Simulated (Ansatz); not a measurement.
`O=CB(F)F` + CH₄ → `CB(F)C=O` + H–F  (formal exchange of groups at a B–F bond)

Computed with Ansatz on PBE0-D4/def2-TZVP structures; ΔE is electronic, products minus reactants. CCSD(T)/CBS adds triple-zeta CCSD(T) − MP2 to the extrapolated MP2 energy (def2 sets, frozen cores). This one scheme is used for every species. Functionals use def2-TZVPP. Each species was taken in one conformer, which may not be the lowest.

```tsv
level	ΔE (eV)
ωB97M-V	1.56
r2SCAN	1.60
```

Task: What does CCSD(T)/CBS give? (Best estimate.)

Result: Ansatz gave: +1.50 eV. The listed levels differ from it by 0.06, 0.10 eV.

Largest T1 diagnostic among the species: 0.015.

Leaving LDA and LC-ωPBE aside and taking each functional with its dispersion term where it has one, the values, not all of them listed here, spread over 0.17 eV, from revPBE-D4 to B97M-V. In def2-TZVPP, CCSD(T) changes the Hartree–Fock value by −0.18 eV (the triples alone add −0.01 eV) and MP2 by −0.20 eV. At CCSD(T), def2-SVP lies +0.27 eV from the extrapolated value and def2-TZVPP +0.06 eV.
